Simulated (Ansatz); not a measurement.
TcO₃H, relaxed as a singlet with RKS PBE-D4/def2-TZVP in Ansatz, starting from the GFN2-xTB geometry. Force threshold 0.02 eV/Å.

In the def2 sets Tc takes a core potential; there is no spin–orbit coupling. The restricted singlet is unstable towards broken spin symmetry in Hartree–Fock (as tested in another run); at PBE-D4/def2-TZVP this wasn't settled.

Start:

Cartesian coordinates in Å:
```
Tc -0.108 -0.056 -0.134
O 0.648 -1.463 -0.452
O -1.502 -0.102 0.705
O 0.140 1.196 -1.146
H 0.822 0.425 1.027
```

Estimate the energy that the relaxation releases and the steps that it takes.

64.7 kJ/mol, in 5 steps; 3.8 s on 4 threads of Arm Neoverse V1 on a shared host. No frequencies were taken in this run, so the end may be a saddle point.

Does the start keep its bonding and symmetry?

By distances, no bond broke or formed. The bond that changes most is Tc1–H5, from 1.56 to 1.67 Å (atoms count from 1). Point group C3v at the start, C3v at the end, both within 0.05 Å.

Predict the relaxed structure.


```xyz
5

Tc   -0.038   -0.020   -0.048
O     0.589   -1.509   -0.536
O    -1.580   -0.137    0.631
O     0.077    1.173   -1.237
H     0.953    0.493    1.190
```
Bond lengths: 3 × O–Tc 1.69 Å; 1 × H–Tc 1.67 Å.
